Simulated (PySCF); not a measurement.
C₅H₃ClOS.
Numbering: `[O:1]=[C:2]([Cl:3])[c:4]1[cH:5][cH:6][s:7][cH:8]1` (hydrogens: H9 on C5; H10 on C6; H11 on C8)

Method: PBE0-D3(BJ)/def2-SVP geometry optimisation, gas phase in PySCF 2.14.0; density fitting, grid level 1; the optimiser is geomeTRIC in internal coordinates, started from a GFN2-xTB structure with every atom displaced at random (about 0.01 Å).

Step 0: E = -30610.2012 eV
```
atom  x, y, z in Å  |  force x, y, z in eV/Å
O1     -2.1324   -1.5613    0.3144    0.485   1.301  -0.374
C2     -1.7614   -0.4722   -0.0340   -0.039  -0.844   0.232
Cl3    -2.9428    0.7476   -0.6131    0.058  -0.139   0.069
C4     -0.3540    0.0069   -0.0531   -1.750  -0.148  -0.164
C5      0.6878   -0.8351    0.3674    0.463   0.187   0.139
C6      1.8840   -0.2026    0.2853    0.562   0.094  -0.018
S7      1.7472    1.4006   -0.3146    0.098   0.003   0.004
C8      0.0651    1.2488   -0.4555    0.103   0.055   0.019
H9      0.5394   -1.8256    0.7448   -0.098  -0.707   0.179
H10     2.8562   -0.5886    0.5468    0.393  -0.168   0.104
H11    -0.5523    2.0568   -0.8050   -0.275   0.367  -0.191
```

Step 1: E = -30610.2425 eV
```
atom  x, y, z in Å  |  force x, y, z in eV/Å
O1     -2.1640   -1.4516    0.5001    0.054  -0.220  -0.103
C2     -1.7682   -0.4643   -0.0239   -0.093   0.317   0.180
Cl3    -2.9315    0.6678   -0.7922    0.027  -0.011  -0.035
C4     -0.3762   -0.0010   -0.0703    0.085  -0.137  -0.059
C5      0.7050   -0.8484    0.3357   -0.158  -0.087   0.106
C6      1.9083   -0.2112    0.2804    0.011   0.062  -0.029
S7      1.7360    1.4164   -0.2600    0.048   0.034  -0.037
C8      0.0500    1.2588   -0.4327   -0.037  -0.009   0.078
H9      0.5605   -1.8806    0.6608    0.015   0.055  -0.025
H10     2.8923   -0.6037    0.5310    0.020  -0.007  -0.011
H11    -0.5753    2.0930   -0.7456    0.028   0.003  -0.064
```

Question: Estimate the geometry and energy of step 2. (The exact step hangs on the optimiser's Hessian estimate; all steps are aligned on step 1, rigid shifts and turns removed.)

Answer: E = -30610.2475 eV, largest force 0.420 eV/Å
```
atom  x, y, z in Å  |  force x, y, z in eV/Å
O1     -2.1454   -1.4918    0.4364   -0.102   0.062   0.089
C2     -1.7734   -0.4519    0.0015    0.126  -0.107  -0.387
Cl3    -2.9224    0.6781   -0.7900   -0.051  -0.017   0.143
C4     -0.3803    0.0070   -0.0445    0.003   0.078   0.189
C5      0.6961   -0.8438    0.3629    0.002   0.108  -0.024
C6      1.9013   -0.2100    0.2736    0.103  -0.067   0.028
S7      1.7401    1.4124   -0.2854   -0.042  -0.076   0.014
C8      0.0496    1.2632   -0.4170   -0.057   0.016  -0.049
H9      0.5528   -1.8717    0.6961    0.006   0.011  -0.002
H10     2.8885   -0.6083    0.5039    0.006  -0.005   0.008
H11    -0.5702    2.0921   -0.7542    0.007  -0.002  -0.010
```

The energy changes by -0.0050 eV. The first-order estimate −F·Δx gives -0.0292 eV and the mean of the old and new forces, exact on a quadratic surface, -0.0051 eV. The step makes an angle of 61° with the force vector and moves no atom by more than 0.078 Å.

What follows is the cost of the whole optimisation. Hardware: Arm Neoverse V1, one thread (shared host). Cost: 70 s wall, 0.53 GiB resident at most.
